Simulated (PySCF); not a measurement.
# One molecule, several mistakes: CGeH5N

Calculated results; nothing here was measured. They come from PySCF 2.14.0, an open-source quantum chemistry program, on an isolated molecule that a program drew, which may never have been made. The molecule is CGeH5N (charge 0, singlet), drawn as the SMILES string `[CH3][GeH]=[NH]`.

Each row is a Hartree-Fock (HF) and frozen-core CCSD(T) single point in the cc-pVDZ basis, meant for a local HF minimum. Run 1 is clean. Each other run has one planted mistake out of seven kinds, and not every kind appears here: one electron removed, one electron added, multiplicity raised by two, geometry at a saddle point, minimal basis STO-3G, one bond length entered in bohr, all coordinates scaled. The reference is restricted for singlets and unrestricted otherwise, and also for a bond in bohr. Adding or removing an electron swaps singlet and doublet. Electrons count all cores. HOMO and LUMO are orbital energies over both spins, the gradient is its largest component, and the lowest frequency (negative if imaginary) is given only where the gradient is small. Bond lengths are over the 7 bonds as drawn. T1 is the CCSD diagnostic: over 0.02 (restricted) or 0.045 (unrestricted) a single reference is doubtful. Germanium has the cc-pVDZ-PP basis, with a core potential (ECP10MDF) in place of its 10 inner electrons, and its 3s, 3p and 3d shells are frozen in CCSD(T).

Geometry of the clean run:
```xyz
8
CGeH5N, angstrom
C     0.1404   -2.2763    1.9827
Ge    0.3624   -1.5438    0.1882
N    -0.0905   -2.1698   -1.3069
H    -0.3861   -3.2299    1.9479
H    -0.4241   -1.5735    2.5993
H     1.1205   -2.4221    2.4421
H     1.0631   -0.1896    0.1865
H    -0.5502   -3.0678   -1.2426
```

```
run  electrons  basis functions  <S^2>  HOMO (eV)  LUMO (eV)  gradient (hartree/bohr)  lowest frequency (cm^-1)  mean bond (Å)  longest bond (Å)      T1  HF (hartree)  CCSD(T) (hartree)                          mistake
  1         50               76  0.000      -9.47       2.38                  3.7e-05                       102         1.3491             1.951  0.0183    -388.54599         -389.01360                         no fault
  2         50               76  1.533      -8.17       1.41                  2.6e-02                         -         1.5630             3.180  0.0553    -388.45781         -388.86720  one bond length entered in bohr
  3         50               76  0.000      -9.33       2.17                  2.8e-02                         -         1.3855             2.004  0.0200    -388.54070         -389.01541           all coordinates scaled
  4         51               76  0.772       0.99       8.84                  6.1e-02                         -         1.3491             1.951  0.0137    -388.48508         -388.95424                                ?
  5         49               76  0.756     -17.39      -6.66                  1.1e-01                         -         1.3491             1.951  0.0140    -388.27508         -388.67874                                ?
```

**Which mistake was planted in run 4, and what did it cost?**

It counts 51 electrons, one more than the clean run, at the same geometry and basis. So the mistake is: one electron added. Subtracting run 1 and multiplying by 627.51 kcal/mol a hartree, the energy moved by 38.2 kcal/mol in HF and 37.2 kcal/mol in CCSD(T).

**Which mistake was planted in run 5, and what did it cost?**

It counts 49 electrons, one fewer than the clean run, at the same geometry and basis. So the mistake is: one electron removed. Subtracting run 1 and multiplying by 627.51 kcal/mol a hartree, the energy moved by 170.0 kcal/mol in HF and 210.1 kcal/mol in CCSD(T).

Cautions from the logs. Run 2: T1 is over the limit, so its CCSD(T) energy is less reliable; run 3: T1 is over the limit, so its CCSD(T) energy is less reliable; run 4: the HOMO is above zero, so the electron isn't bound and the energy depends on the basis.
